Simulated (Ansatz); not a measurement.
`[SiH3]C[O][AlH][SiH3]` + `C=NCS` → `C=NCS[SiH3]` + `[AlH2][O]C[SiH3]`  (cleavage of the Si–Al bond)

Program: Ansatz. Geometries: PBE0-D4/def2-TZVP. ΔE: electronic, gas phase. CCSD(T)/CBS adds triple-zeta CCSD(T) − MP2 to the extrapolated MP2 energy (def2 sets, frozen cores). Functionals use def2-TZVPP. B3LYP here is the variant with VWN-RPA as its local correlation; programs differ in this. One conformer a species, not always the lowest.

Is it downhill or uphill in electronic energy at CCSD(T)/CBS, and by how much? (Best estimate.)

Computed: Downhill: ΔE = -50.9 kJ/mol.

What do these levels give: PBE-D4, B3LYP-D4, PBE, r2SCAN, PBE0, HF/def2-TZVPP, MP2/def2-TZVPP, SCS-MP2/def2-TZVPP, CCSD(T)/def2-TZVPP, MP2/def2-QZVPP, MP2/CBS(def2), CCSD/CBS(def2)? (Estimate.)

The calculation gave: PBE-D4 -39.1, B3LYP-D4 -49.8, PBE -36.9, r2SCAN -47.8, PBE0 -41.4, HF/def2-TZVPP -56.1, MP2/def2-TZVPP -60.9, SCS-MP2/def2-TZVPP -58.7, CCSD(T)/def2-TZVPP -47.8, MP2/def2-QZVPP -62.8, MP2/CBS(def2) -64.0, CCSD/CBS(def2) -50.6 kJ/mol.

Largest T1 diagnostic among the species: 0.014.

From PBE to PBE0 (25 % exact exchange), in def2-TZVPP and without D4, ΔE moves by −4.5 kJ/mol. The D4 term adds −3.8 kJ/mol with B3LYP and −1.6 kJ/mol with PBE0; it sums over pairs of atoms, weighted by their polarisabilities, and B3LYP, whose exchange is more repulsive, gets the larger term.
